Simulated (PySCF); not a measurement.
These are PySCF with PBE-D3(BJ)/def2-TZVP values and carry that method's errors. Gas-phase values, no solvent. 

Reference species (SMILES): `[Br]` (neutral, multiplicity 2).

| Property | Value |
|---|---|
| highest occupied spin orbital | -7.43 eV |

Changed species: `Br[C](Br)Br` (radical fragment; the reference has radical fragment).

What does the change do to the highest occupied spin orbital?

the highest occupied spin orbital increases by 2.26 eV, to -5.17 eV.
